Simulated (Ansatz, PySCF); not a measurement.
Input for Ansatz (an electronic-structure program):
Ansatz 0.2 input:
```yaml
crystal:
  periodic: [false, false, false]
  atoms:
    - {symbol: C, position_ang: [-0.18930000, 1.86150000, 1.17490000]}
    - {symbol: C, position_ang: [-0.20220000, 0.75340000, 0.41040000]}
    - {symbol: C, position_ang: [-1.52450000, 0.39810000, -0.31760000]}
    - {symbol: N, position_ang: [-2.41130000, -0.36830000, 0.57920000]}
    - {symbol: Si, position_ang: [-1.20980000, -0.62220000, -1.92350000]}
    - {symbol: Si, position_ang: [0.87150000, -1.24100000, -1.12280000]}
    - {symbol: N, position_ang: [0.89010000, -0.12030000, 0.20320000]}
    - {symbol: Si, position_ang: [2.45260000, -0.16860000, 0.88940000]}
    - {symbol: H, position_ang: [0.68890000, 2.19090000, 1.71730000]}
    - {symbol: H, position_ang: [-1.07470000, 2.48160000, 1.27980000]}
    - {symbol: H, position_ang: [-2.04830000, 1.31010000, -0.62900000]}
    - {symbol: H, position_ang: [-2.66550000, 0.23320000, 1.36280000]}
    - {symbol: H, position_ang: [-1.86970000, -1.12540000, 1.00000000]}
    - {symbol: H, position_ang: [-1.12250000, 0.26370000, -3.12300000]}
    - {symbol: H, position_ang: [-2.15290000, -1.76340000, -2.12870000]}
    - {symbol: H, position_ang: [1.95930000, -0.94920000, -2.09450000]}
    - {symbol: H, position_ang: [0.89500000, -2.63190000, -0.59870000]}
    - {symbol: H, position_ang: [3.39790000, 0.54790000, -0.00120000]}
    - {symbol: H, position_ang: [2.42100000, 0.51760000, 2.20370000]}
    - {symbol: H, position_ang: [2.89450000, -1.56760000, 1.11810000]}
basis:
  gaussian:
    orbitals: STO-3G
magnetization: {spin_polarized: false}
correlation: {method: ccsd_t, electrons: outside_noble_gas}
accuracy: high
```

### Question
Give the equivalent PySCF input.

### Answer
This is not unique; one that fits is 
```python
from pyscf import gto, scf, cc

mol = gto.Mole()
mol.atom = '''
    C    -0.18930000    1.86150000    1.17490000
    C    -0.20220000    0.75340000    0.41040000
    C    -1.52450000    0.39810000   -0.31760000
    N    -2.41130000   -0.36830000    0.57920000
    Si   -1.20980000   -0.62220000   -1.92350000
    Si    0.87150000   -1.24100000   -1.12280000
    N     0.89010000   -0.12030000    0.20320000
    Si    2.45260000   -0.16860000    0.88940000
    H     0.68890000    2.19090000    1.71730000
    H    -1.07470000    2.48160000    1.27980000
    H    -2.04830000    1.31010000   -0.62900000
    H    -2.66550000    0.23320000    1.36280000
    H    -1.86970000   -1.12540000    1.00000000
    H    -1.12250000    0.26370000   -3.12300000
    H    -2.15290000   -1.76340000   -2.12870000
    H     1.95930000   -0.94920000   -2.09450000
    H     0.89500000   -2.63190000   -0.59870000
    H     3.39790000    0.54790000   -0.00120000
    H     2.42100000    0.51760000    2.20370000
    H     2.89450000   -1.56760000    1.11810000
'''
mol.basis = 'sto-3g'
mol.verbose = 4
mol.build()

mf = scf.RHF(mol)
mf.kernel()

mycc = cc.CCSD(mf, frozen=20)
mycc.kernel()
et = mycc.ccsd_t()
print('E(CCSD(T)) = %.10f' % (mycc.e_tot + et))
```

Both were run: Ansatz gave -1083.998196 Eh and PySCF -1083.998196 Eh, 0.000 mEh apart.
